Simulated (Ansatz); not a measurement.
Basis sets compared for K₂F₂⁺. The state is a doublet with charge 1. Geometry PBE0-D4/def2-TZVP. Ansatz on 2 threads of Arm Neoverse V1 on a shared host; times are rough, and most runs start from earlier orbitals.

```xyz
4

K     1.2139    1.6669    1.0514
K    -1.2127   -1.6670   -1.0527
F    -0.5597    0.6759   -0.4255
F     0.5585   -0.6758    0.4268
```

The 6-31G sets use Cartesian d functions. B3LYP takes the VWN-RPA correlation. In the doublet, F3 and F4 lie 1.95 Å apart (atoms count from 1), so these atoms are partly bonded to each other. The structure comes from a short search, and lower isomers may exist.

| level | functions | energy (Eh) | HOMO (eV) | LUMO (eV) | wall time |
| --- | --- | --- | --- | --- | --- |
| HF/6-31G | 76 | -1396.9962 | -14.60 | -2.65 | 1.1 s |
| PBE-D4/def2-SVP | 76 | -1398.4833 | -10.66 | -8.89 | 2.7 s |
| B3LYP-D4/6-31G | 76 | -1399.3609 | -12.26 | -7.60 | 3.6 s |
| PBE0-D4/def2-SVP | 76 | -1398.5724 | -12.84 | -7.38 | 3 s |

Estimate the rows for HF/def2-TZVP, PBE-D4/def2-TZVP (with forces), B3LYP-D4/def2-TZVP, PBE0-D4/def2-TZVP.


```tsv
level	functions	energy (Eh)	HOMO (eV)	LUMO (eV)	wall time
HF/def2-TZVP	128	-1397.1606	-15.37	-2.70	5 s
PBE-D4/def2-TZVP (with forces)	128	-1398.8880	-11.15	-9.32	4 s
B3LYP-D4/def2-TZVP	128	-1399.5370	-12.96	-8.25	6.5 s
PBE0-D4/def2-TZVP	128	-1398.9719	-13.25	-7.77	6.5 s
```
